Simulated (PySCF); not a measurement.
**Mayer bond orders and bond lengths**

Species: C₈H₁₄N₂.
Atom-mapped SMILES: `[CH2:1]=[CH:2][N:3]([CH3:4])[N:5]=[C:6]1[CH2:7][CH2:8][CH2:9][CH2:10]1` (hydrogens: H11, H12 on C1; H13 on C2; H14, H15, H16 on C4; H17, H18 on C7; H19, H20 on C8; H21, H22 on C9; H23, H24 on C10)

Structure used (GFN2-xTB), in Å, numbered top down from 1:
```
atom  x, y, z in Å
C1     3.0330   -1.4130   -1.4092
C2     2.9728   -0.3168   -0.6619
N3     1.8124    0.2526   -0.1661
C4     1.9132    1.3627    0.7608
N5     0.6821   -0.3779   -0.4870
C6    -0.5073   -0.1608   -0.1196
C7    -1.1583    0.8580    0.7997
C8    -2.5678    0.3091    1.0228
C9    -2.8981   -0.3837   -0.2971
C10   -1.5854   -1.0664   -0.6726
H11    2.1434   -1.9515   -1.6767
H12    3.9755   -1.7820   -1.7676
H13    3.8682    0.2252   -0.3911
H14    1.8227    1.0274    1.7996
H15    1.1391    2.0997    0.5531
H16    2.8832    1.8409    0.6373
H17   -1.2175    1.8242    0.2890
H18   -0.6210    0.9947    1.7371
H19   -2.5545   -0.4251    1.8307
H20   -3.2835    1.0893    1.2812
H21   -3.1619    0.3612   -1.0498
H22   -3.7252   -1.0861   -0.2050
H23   -1.4665   -1.2170   -1.7443
H24   -1.5103   -2.0449   -0.1913
```

Bond orders from the PBE0/pcSseg-1 density (PySCF). One conformer (not necessarily the lowest) at the GFN2-xTB geometry, without solvent, vibrations or thermal averaging.

Problem. How far do the computed orders between heavy atoms stray from the drawn ones?

Solution. The largest departure is 0.170, at N5–C6 (drawn double, 1.830).

Problem. Set the Mayer orders of the bonds between heavy atoms beside their lengths.

Solution. 
```json
{"bond": "C1–C2", "drawn as": "double", "length (Å)": "1.328", "Mayer order": "1.913"}
{"bond": "C2–N3", "drawn as": "single", "length (Å)": "1.384", "Mayer order": "1.012"}
{"bond": "N3–C4", "drawn as": "single", "length (Å)": "1.450", "Mayer order": "0.921"}
{"bond": "N3–N5", "drawn as": "single", "length (Å)": "1.334", "Mayer order": "1.120"}
{"bond": "N5–C6", "drawn as": "double", "length (Å)": "1.264", "Mayer order": "1.830"}
{"bond": "C6–C7", "drawn as": "single", "length (Å)": "1.519", "Mayer order": "0.971"}
{"bond": "C7–C8", "drawn as": "single", "length (Å)": "1.529", "Mayer order": "1.028"}
{"bond": "C8–C9", "drawn as": "single", "length (Å)": "1.527", "Mayer order": "1.027"}
{"bond": "C9–C10", "drawn as": "single", "length (Å)": "1.526", "Mayer order": "1.027"}
{"bond": "C10–C6", "drawn as": "single", "length (Å)": "1.513", "Mayer order": "1.011"}
```

By pair of heavy elements: C–C: lowest C6–C7 (0.971, 1.519 Å), highest C1–C2 (1.913, 1.328 Å); in 3 of the 15 pairs the longer bond (by over 0.003 Å) has the higher order (by 0.02 or more). C–N: lowest N3–C4 (0.921, 1.450 Å), highest N5–C6 (1.830, 1.264 Å).

Problem. And the bonds to hydrogen?

Solution. C–H: 0.93 to 0.96 (14 bonds).

Problem. Sum the orders of all bonds at each heavy atom with more than one neighbour and set the sums beside the valence in the SMILES.

Solution. C1 3.799 (drawn 4), C2 3.874 (drawn 4), N3 3.053 (drawn 3), C4 3.781 (drawn 4), N5 2.950 (drawn 3), C6 3.812 (drawn 4), C7 3.865 (drawn 4), C8 3.963 (drawn 4), C9 3.961 (drawn 4), C10 3.927 (drawn 4). Orders between atoms that aren't bonded are not in these sums.

For a closed shell the Mayer order of atoms A and B is Σ (PS)μν (PS)νμ over the basis functions μ on A and ν on B, with P the density and S the overlap matrix.
